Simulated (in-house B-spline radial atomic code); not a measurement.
The numbers below are computed, except where a source is named.
**Building a PAW s channel for As, r_c = 1.49 bohr**

As, [Ar] 3d10 4s2 4p3, non-relativistic PBE, spherical and spin-unpolarised, from an all-electron radial atomic-structure program (B-spline basis) (atomic units; all potentials screened as in the neutral atom).

Two all-electron partial waves φ1, φ2 are integrated outwards at E1 = ε(4s) = -0.516462 and E2 = E1 + 1 hartree; φ1 is the bound orbital and φ2 has unit norm inside r_c = 1.4873 bohr. Smooth partners are polynomials, r^1(a0 + a1 r² + a2 r⁴ + a3 r⁶), matched to φ and three derivatives at r_c, with no condition on the norm. The local potential is -10.9119 + (11.4373) r² + (-5.10583) r⁴ + (0.84439) r⁶ inside 1.2177 bohr and the all-electron one outside.

```json
{"wave": "1", "φ(r_c)": "0.7758802", "φ'(r_c)": "0.2210514", "a0": "0.1405068", "a1": "0.5682284", "a2": "-0.2493365", "a3": "0.03180598"}
{"wave": "2", "φ(r_c)": "1.244508", "φ'(r_c)": "-0.9592124", "a0": "0.6457008", "a1": "0.9488385", "a2": "-0.5572233", "a3": "0.07564182"}
```

Inside r_c the overlaps are <φi φj> = [[0.26275, 0.50967], [0.50967, 1.00000]] and, for the smooth waves, [[0.26710, 0.54190], [0.54190, 1.12733]]. With χj = (Ej − T − V_local) applied to smooth wave j, the program's quadrature gives the matrix B_ij = <smooth i, χj> as [[0.46737, 1.18085], [1.14862, 2.93152]].

**Question.** Check the match of the first wave, and find the augmentation charges q_ij.

**Answer.** At r_c the four terms are 0.20898, 1.86947, -1.81459, 0.51203, which sum to 0.7759, φ1(r_c) to rounding. q_ij is the all-electron overlap less the smooth one: [[-0.00435, -0.03223], [-0.03223, -0.12733]]. The smooth first wave has a norm of 0.2671 inside r_c against 0.2627, so q11 is negative and must stay small enough for the overlap operator to be positive.

**Question.** B isn't symmetric. Show that D_ij = B_ij + Ej q_ij is.

**Answer.** Integrating by parts gives B12 − B21 = (E1 − E2) q12: 1.18085 − (1.14862) = 0.03223, and −1 × (-0.03223) = 0.03223. So D12 = 1.18085 + (0.483538)(-0.03223) = 1.16526 and D21 = 1.14862 + (-0.516462)(-0.03223) = 1.16527; D11 = 0.46962, D22 = 2.86995. The projectors, p = (B⁻¹)ᵀ χ, are dual to the smooth waves; det B = 0.014, small beside B11 B22, as the two smooth waves look alike inside r_c.

Solving (T + V_local + Σ p D p) ψ = E (1 + Σ p q p) ψ in a sphere of 9 bohr gives these levels:

```csv
all-electron,one projector,two projectors
-0.516460,-0.516460,-9.236620
0.021402,-0.456947,-0.516460
0.314008,0.022779,0.021401
0.771087,0.317566,0.314008
1.379950,0.777952,0.771086
```

**Question.** What does the second projector gain?

**Answer.** With one projector the errors are 0.00 millihartree, and the level at -0.4569 is out of step with the all-electron series: an extra state, or one far too low, so the pairing ends there; skipping it, the next levels are off by +1.4, +3.6, +6.9 millihartree. With two a ghost lies below the reference level, so the set fails. The lowest eigenvalue of the overlap operator is 0.9528 with one and 0.1458 with two projectors. The smooth orbital alone needs a cutoff of 9.5 hartree for 1 millihartree of kinetic energy, against 18.2 for a norm-conserving Troullier-Martins orbital of the same radius, which is no gain while the set fails.
